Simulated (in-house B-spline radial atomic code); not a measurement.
Computed with a B-spline radial atomic code. Model: two electrons, singlet ground state, non-relativistic, full CI in B-splines with partial waves to l = 8 (at full coupling up to 3e-4 hartree above the limit, correlation up to 0.6 % small), density held at that of full coupling by Lieb maximisation.

Along the adiabatic connection the electron repulsion is scaled by a coupling λ while a local potential keeps the density fixed. At λ = 0 the system is the Kohn-Sham one and W equals the exchange energy; the exchange-correlation energy is the area under W between 0 and 1. The kinetic energy rises with λ as the electrons avoid each other, with dT/dλ = −λ dW/dλ.

Command:
```bash
python run_ac.py task.json out
```
Settings (lengths in bohr, energies in hartree):
```
potential              coulomb
strength               2.3
lmax                   8
```

Run time, properties included: 9.8 s on 1 thread of Intel(R) Xeon(R) Processor @ 2.30GHz (shared host).

**W = mean repulsion less Hartree energy, and W of three functionals.**

Given: confinement point charge; nuclear charge 2.3; external potential -Z/r.

Computed: LDA exchange minus exact 168.2 millihartree; PBE exchange minus exact 15.794 millihartree.

| coupling | W xc (hartree) | W xc minus exchange (millihartree) | kinetic minus Kohn-Sham (millihartree) | LDA (PW92) W minus its exchange (millihartree) | PBE W minus its exchange (millihartree) | SCAN W minus its exchange (millihartree) |
| --- | --- | --- | --- | --- | --- | --- |
| 0 | -1.2127 | 0 | 0 | 0 | 0 | 0 |
| 0.02 | -1.2146 | -1.907 | 0.02 | -12.26 | -1.79 | -1.82 |
| 0.05 | -1.2174 | -4.741 | 0.12 | -25.2 | -4.5 | -4.5 |
| 0.12 | ? | ? | ? | ? | ? | ? |
| 0.25 | -1.2355 | -22.839 | 2.81 | -81.29 | -22.55 | -21.2 |
| 0.4 | -1.2482 | -35.57 | 6.94 | -111.11 | -35.59 | -32.73 |
| 0.6 | -1.2642 | -51.52 | 14.9 | -143.59 | -52.14 | -47.05 |
| 0.8 | -1.2791 | -66.404 | 25.3 | -170.82 | -67.69 | -60.34 |
| 1 | -1.293 | -80.32 | 37.81 | -194.45 | -82.31 | -72.73 |
| 1.4 | ? | ? | ? | ? | ? | ? |
| 2 | -1.3508 | -138.12 | 123.03 | -281.58 | -143.73 | -124.51 |
| 3 | -1.3941 | -181.45 | 230.38 | -340.88 | -190.81 | -164.22 |
| 4.5 | -1.4418 | -229.07 | 406.9 | -404.18 | -244.42 | -209.44 |
| 7 | -1.4942 | -281.54 | 703.37 | -474.79 | -307.16 | -261.68 |
| 10 | -1.5339 | -321.27 | 1036.7 | -530.84 | -358.54 | -302.91 |

(1) What belongs in the row 0.12?

(2) What belongs in the row 1.4?

(3) What is the SCAN exchange minus exact?

**Energy parts, natural occupations and partial-wave weights.**

Computed: exchange energy -1.2127 hartree; correlation energy -0.042513 hartree; initial slope twice GL2 -0.09571 hartree; kinetic part over minus potential part 0.4707; Hartree energy 2.4254 hartree; Kohn-Sham kinetic 3.9685 hartree; Lieb Oxford ratio E_xc over LDA exchange 1.2017.

| natural | occupation of the shell (electrons) |
| --- | --- |
| s | 1.9883 |
| p | ? |
| s | 0.0052416 |
| d | 0.00025748 |
| p | 0.00019322 |
| s | 9.3247e-05 |

(4) What belongs in the row p?

| wave | weight |
| --- | --- |
| s | 0.99682 |
| p | ? |
| d | 0.0001441 |
| f | 1.9951e-05 |
| g | 4.599e-06 |

(5) What belongs in the row p?

(6) What is the total energy?

(7) What is the kinetic part of the DFT correlation energy?

Answers

(1) W xc (hartree): -1.2239; W xc minus exchange (millihartree): -11.229; kinetic minus Kohn-Sham (millihartree): 0.67; LDA (PW92) W minus its exchange (millihartree): -48.49; PBE W minus its exchange (millihartree): -10.87; SCAN W minus its exchange (millihartree): -10.55.

(2) W xc (hartree): -1.3183; W xc minus exchange (millihartree): -105.59; kinetic minus Kohn-Sham (millihartree): 68.02; LDA (PW92) W minus its exchange (millihartree): -234.23; PBE W minus its exchange (millihartree): -109.02; SCAN W minus its exchange (millihartree): -95.27.

(3) -4.9345 millihartree.

(4) occupation of the shell (electrons): 0.0058036.

(5) weight: 0.0030077.

(6) -4.0065 hartree.

(7) 0.037807 hartree.

Half-way to full coupling W has made 54 % of its drop, against 50 % for a straight line, and second-order (GL2) theory, half the initial slope, overshoots the correlation energy by about 13 %: a moderate bend, as in light atoms. Over couplings 0 to 1 the errors in E_xc come to about +91 millihartree for LDA, +15 millihartree for PBE, -1.3 millihartree for SCAN, so SCAN is nearest. In LDA and PBE and SCAN the errors of exchange and correlation have opposite signs, so the sum is smaller than the larger of the two.
